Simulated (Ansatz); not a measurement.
# Match the barriers

Saddle point of Si4H11F3, singlet (Si₄H₉F ([F][Si]([SiH3])([SiH3])[SiH3]) + HF + HF → Si₃H₆F₂ ([F][Si]([F])([SiH3])[SiH3]) + SiH₄ + HF; bonds formed: Si1–F9, Si2–H8; bonds broken: Si1–Si2, H8–F9), PBE0-D4/def2-TZVP structure:

```
atom    x (Å)    y (Å)    z (Å)
 Si1  -0.1961  -0.3105   0.5474
 Si2   1.9721  -0.2135  -0.8813
 Si3  -1.5486   1.4123  -0.2954
 Si4  -0.5608  -2.3505  -0.6160
  F5  -0.4916  -0.8776   2.0148
  H6  -0.0131   2.1567   2.3002
  F7  -0.7868   2.6623   2.4632
  H8   1.4086   0.5081   0.6187
  F9   1.0300   1.0577   1.6635
 H10   3.1407   0.7073  -0.8504
 H11   2.4247  -1.6234  -0.8407
 H12   1.1406   0.0662  -2.0772
 H13  -1.9301   0.9297  -1.6533
 H14  -0.8059   2.6868  -0.4233
 H15  -2.7655   1.5427   0.5389
 H16   0.2632  -3.4310  -0.0142
 H17  -0.2776  -2.2617  -2.0719
 H18  -2.0041  -2.6617  -0.4232
```

Computed with Ansatz 0.2.0 (basis: def2-TZVPP, with def2-QZVPP for the basis limit); correlated methods freeze the cores. Extrapolation: Hartree–Fock as exp(−7.88 √X), correlation as X^−2.97. Four methods, as single points on the PBE0-D4 structures, gave these electronic barriers from the start structure: 127.5, 136.8, 163.3, 240.1 kJ/mol.

(1) The methods were, in alphabetical order, HF, MP2, PBE-D4, r2SCAN-D4. Which gave which? (Judge from chemistry; the calculation decides.)

T1 diagnostic: at most 0.015.

Answers

(1) By the calculation: PBE-D4 127.5; r2SCAN-D4 136.8; MP2 163.3; HF 240.1 kJ/mol. For comparison, CCSD(T) at an estimated basis limit (MP2 extrapolated from triple and quadruple zeta, plus CCSD(T) − MP2 in triple zeta) gives 165.9 kJ/mol.

Labels in which every atom is bracketed show which atoms are joined, not bond orders.

For scale, one of the runs: CCSD(T)/def2-TZVPP, 415 basis functions, launched by `ansatz run in.yaml --threads 4 --pin off --events-out ev --progress --plain --max-ram 66560MiB --backend cuda --devices 0, --max-vram 37GiB`. Hardware: 4 CPU threads of an AMD EPYC 7R13 and a share of one NVIDIA H100, shared host. Wall time 32 s; peak host memory 0.93 GiB.
